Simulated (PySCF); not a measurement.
Telling isomers of C9H13P apart by NMR

PySCF 2.14.0 with density-fitted response routines calculation with NMR shieldings at PBE0/pcSseg-1/GIAO and GFN2-xTB structure; fast rotation and ring inversion assumed for equivalent nuclei, no relativistic terms, one computed conformer, in vacuum.

Referencing at the same level of theory: $^{1}$H (σ = 31.72 ppm), $^{13}$C (σ = 186.93 ppm) vs TMS. Splittings of carbon signals by F and P are missing where no couplings were computed. Where no couplings were computed, multiplicities follow the n + 1 count of equivalent neighbours, and m marks all less simple cases (inequivalent or close neighbours, rings, F or P nearby). Shifts are as computed. Against solution values, carbons near 30 ppm lie about +3 ppm off and those near 130 ppm about +5 ppm. Of 1211 compounds with measured shifts, 218 miss one by over three times the rms of a fit or turn the order of signals round; such compounds aren't used in these exercises.

(1) Tabulate the signals of `CC(C)(C)c1cccpc1`, `C=Cc1cp(C)c(C)c1C` and their relative energies.

(2) What is the quickest way to tell CC(C)(C)c1cccpc1 from C=Cc1cp(C)c(C)c1C?

Answers

(1) 
```json
{"SMILES": "CC(C)(C)c1cccpc1", "carbon types": "2×C 4×CH 3×CH3", "δC": "163.6, 160.5, 157.8, 138.8, 133.9, 39.0, 33.3", "δH": "9.13 (m, 1H), 9.10 (m, 1H), 8.22 (m, 1H), 7.93 (m, 1H), 1.40 (s, 9H)", "E rel. (kcal/mol)": "0.0"}
{"SMILES": "C=Cc1cp(C)c(C)c1C", "carbon types": "3×C 2×CH 1×CH2 3×CH3", "δC": "157.7, 156.7, 144.4, 140.2, 138.5, 123.3, 16.0, 16.0, 14.1", "δH": "6.99 (m, 1H), 6.84 (m, 1H), 6.08 (m, 1H), 5.54 (m, 1H), 2.23 (m, 3H), 2.13 (s, 3H), 1.26 (m, 3H)", "E rel. (kcal/mol)": "23.0"}
```

Energies are electronic energies at PBE0/pcSseg-1 on these geometries, without zero-point or thermal terms, each for the one conformer computed, which needn't be the lowest.

(2) Count the carbon signals: 7 against 9. The first has a quaternary sp3 carbon on an aromatic ring (C) at 39.0 ppm, the second a terminal =CH2 carbon at 123.3 ppm. Their most deshielded carbons lie at 163.6 and 157.7 ppm. In the proton spectra the most deshielded non-exchanging signals are 9.13 (m, 1H) and 6.99 (m, 1H).
